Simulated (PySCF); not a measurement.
PySCF job for CH₄AlClFN, SMILES C[NH][Al]([F])[Cl], KT2/pcSseg-1. The structure is a stationary point at PBE0-D3(BJ)/def2-SVP. The structure was generated by enumeration; whether it is a known compound was not checked. The values are those of a single conformer.

```python
import numpy as np
from pyscf import gto, scf, dft
from pyscf.prop.nmr import rks as nmr

mol = gto.M(
    atom='''
    Al   -0.24574499    0.11434146   -0.00000000
    Cl    0.53523321    2.04929930    0.00000000
    F    -1.89100203   -0.09473669    0.00000000
    N     0.81185765   -1.28559232   -0.00000000
    C     0.44049372   -2.68374046   -0.00000000
    H     1.81705399   -1.14437891   -0.00000000
    H     0.81350062   -3.22058536    0.89082177
    H     0.81350062   -3.22058537   -0.89082176
    H    -0.65528244   -2.78475820   -0.00000000
    ''',
    basis='pcSseg-1',
    charge=0,
    spin=0,
    max_memory=1600,
    verbose=3,
)
mf = dft.RKS(mol, xc='kt2')
mf.grids.level = 3
mf.conv_tol = 1e-10
mf.max_cycle = 100
mf.kernel()
n = nmr.NMR(mf)
n.verbose = 2
n.max_cycle_cphf = 60
sigma = n.kernel()
print('atom   isotropic/ppm   span/ppm')
for i, s in enumerate(sigma):
    w = np.linalg.eigvalsh((s + s.T) / 2)
    print(f'{mol.atom_symbol(i):2s}{i + 1:3d} {w.mean():14.3f} {w[2] - w[0]:11.3f}')
```

It prints:

```
converged SCF energy = -906.350184387841
atom   isotropic/ppm   span/ppm
Al  1        444.446     107.744
Cl  2        998.771     171.465
F   3        341.381     141.995
N   4        228.219      47.457
C   5        149.098      61.042
H   6         30.575      16.562
H   7         28.309      12.339
H   8         28.309      12.339
H   9         28.320       9.742
```

The calculation finished and met its thresholds.

Cost: very roughly 24 core-seconds.
